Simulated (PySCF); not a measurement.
Se(Br)(Me) (CH3BrSe), SMILES C[Se]Br. Heavy atoms are numbered as in [Se:1]([Br:2])[CH3:3]. Hydrogens are named by the atom that carries them.

Coordinates come from a B3LYP-D3(BJ)/def2-SVP optimisation.

Calculation: PBE/pcSseg-1 in PySCF.

GIAO shieldings, no solvent; atoms alike by connectivity are averaged. δ = σ(ref) − σ: ⁷⁷Se against Me2Se (σ = 1634.8 ppm); ¹³C against TMS (σ = 182.0 ppm); ¹H against TMS (σ = 31.49 ppm), references at their B3LYP-D3(BJ)/def2-TZVP geometries, non-relativistic (without spin–orbit terms, shifts of atoms bonded to Cl or Br come out too high).

```csv
nucleus,atoms,count,δ (ppm)
⁷⁷Se,Se1,1,1064.3
¹³C,C3 (CH3),1,32.9
¹H,H on C3,3,2.98
```
